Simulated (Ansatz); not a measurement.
Saddle point of CH₅BrZn, singlet (CH₃BrZn ([CH3][Zn][Br]) + H₂ → CH₄Zn ([CH3][ZnH]) + HBr; bonds formed: Zn1–H5, Br2–H4; bonds broken: Zn1–Br2, H4–H5), PBE0-D4/def2-TZVP structure:

```csv
atom,x (Å),y (Å),z (Å)
Zn1,0.3865,-0.4542,-0.0012
Br2,0.9513,0.0655,2.7015
C3,-0.8722,0.5784,-1.0415
H4,1.4002,-0.9847,1.5287
H5,1.4972,-1.5443,0.5231
H6,-1.8555,0.1049,-1.0105
H7,-0.5535,0.6538,-2.0821
H8,-0.9539,1.5805,-0.6181
```

Energies are electronic, without zero-point energy. Barriers and step energies count from the start structure reached by relaxing down the imaginary mode; all methods use the PBE0-D4 structures, on which another method's saddle can fall below an end. Computed with Ansatz 0.2.0 (basis: def2-TZVPP, with def2-QZVPP for the basis limit); correlated methods freeze the cores. The 3s and 3p shells of Cu and Zn are frozen; filled d shells are correlated. The def2 sets are not built for correlating such inner shells, so the correlated values are less sure here. B3LYP uses VWN-RPA correlation. Extrapolation: Hartree–Fock as exp(−7.88 √X), correlation as X^−2.97.

```tsv
method	barrier (eV)	step energy (eV)
SPW92	1.054	1.133
PBE-D4	1.363	1.268
BLYP-D4	1.496	1.278
r2SCAN-D4	1.466	1.398
B97M-V	1.497	1.251
PBE0-D4	1.508	1.351
B3LYP-D4	1.596	1.343
r2SCAN0-D4	1.578	1.445
BHLYP-D4	1.768	1.450
CAM-B3LYP-D4	1.643	1.330
wB97X-V	1.711	1.400
wB97M-V	?	1.395
B2PLYP	1.680	1.378
PBE-QIDH	1.658	1.425
RPA on PBE	?	1.292
HF	2.177	1.597
MP2	?	1.426
CCSD	1.766	1.377
CCSD(T)	1.694	1.364
```

(1) Fill in the withheld barriers. (To be estimated.)

No T1 diagnostic of these runs exceeds 0.012.

Results:

(1) By the calculation: RPA on PBE 1.657; wB97M-V 1.690; MP2 1.721 eV. Each is the energy of the saddle less that of the start structure, by the same method.

For comparison, the barrier by CCSD(T) at an estimated basis limit (MP2 extrapolated from triple and quadruple zeta, plus CCSD(T) − MP2 in triple zeta) is 1.740 eV.

Labels in which every atom is bracketed show which atoms are joined, not bond orders.

For scale, one of the runs: CCSD(T)/def2-TZVPP, 213 basis functions, launched by `ansatz run in.yaml --threads 8 --pin off --events-out ev --progress --plain --max-ram 19148MiB`. Time: 15 s of wall clock on 8 CPU threads of an Intel Xeon 6975P-C; the host was shared. Peak host memory: 3.3 GiB.
